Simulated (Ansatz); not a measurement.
Two members of one family (Series BeX2), computed with Ansatz in the gas phase. The two geometries come from different levels. Binding counts from free atoms in the multiplicity of their measured ground term, without zero-point energy. A dash marks a value that wasn't run or was left out as unsound. The structures are stationary points that may keep the symmetry of their start. Remarks come from the PBE and PBE0 runs and from stability tests at other levels; not every state was tested. HOMO above LUMO (over both spins in singlets and doublets, within one spin in higher multiplets; at PBE or PBE0), or a gap under 0.15 eV within one spin, warns that the state may not be the lowest or that an electron is smeared out.

First: BeBr2 (singlet, charge 0, PBE0-D4/def2-TZVP geometry).

```xyz
3

Be    0.0000   -0.0003    0.0000
Br    1.7515    0.1398    0.8506
Br   -1.7516   -0.1394   -0.8506
```

```csv
level,HOMO (eV),LUMO (eV),gap (eV),vertical IE (eV),binding per atom (eV)
LDA (SPW92)/def2-TZVP,-7.75,-1.58,6.17,–,3.19
PBE-D4/def2-SVP,-7.47,-1.27,6.20,–,2.90
PBE-D4/def2-TZVP,-7.59,-1.32,6.27,10.61,2.88
r2SCAN-D4/def2-TZVP,-7.93,-0.89,7.04,10.86,2.93
PBE0-D4/def2-SVP,-8.78,-0.51,8.28,–,2.86
```

Remarks: gap within one spin near zero at PBE or PBE0 (+1 doublet).

Second: BeCl2 (singlet, charge 0, r2SCAN-D4/def2-TZVP geometry).

```tsv
atom	x (Å)	y (Å)	z (Å)
Be1	0.000	0.000	0.000
Cl2	1.411	1.026	-0.461
Cl3	-1.411	-1.026	0.461
```

Q: Estimate how these quantities change from the first to the second (second minus first).

A: 
```json
{"level": "LDA (SPW92)/def2-TZVP", "Δ HOMO (eV)": "-0.53", "Δ LUMO (eV)": "0.28", "Δ gap (eV)": "0.81", "Δ vertical IE (eV)": "–", "Δ binding per atom (eV)": "0.42"}
{"level": "PBE-D4/def2-SVP", "Δ HOMO (eV)": "-0.54", "Δ LUMO (eV)": "0.27", "Δ gap (eV)": "0.81", "Δ vertical IE (eV)": "–", "Δ binding per atom (eV)": "0.40"}
{"level": "PBE-D4/def2-TZVP", "Δ HOMO (eV)": "-0.55", "Δ LUMO (eV)": "0.18", "Δ gap (eV)": "0.72", "Δ vertical IE (eV)": "0.86", "Δ binding per atom (eV)": "0.41"}
{"level": "r2SCAN-D4/def2-TZVP", "Δ HOMO (eV)": "-0.57", "Δ LUMO (eV)": "0.35", "Δ gap (eV)": "0.92", "Δ vertical IE (eV)": "0.84", "Δ binding per atom (eV)": "0.39"}
{"level": "PBE0-D4/def2-SVP", "Δ HOMO (eV)": "-0.68", "Δ LUMO (eV)": "0.20", "Δ gap (eV)": "0.88", "Δ vertical IE (eV)": "–", "Δ binding per atom (eV)": "0.38"}
```

Remarks: gap within one spin near zero at PBE or PBE0 (+1 doublet).
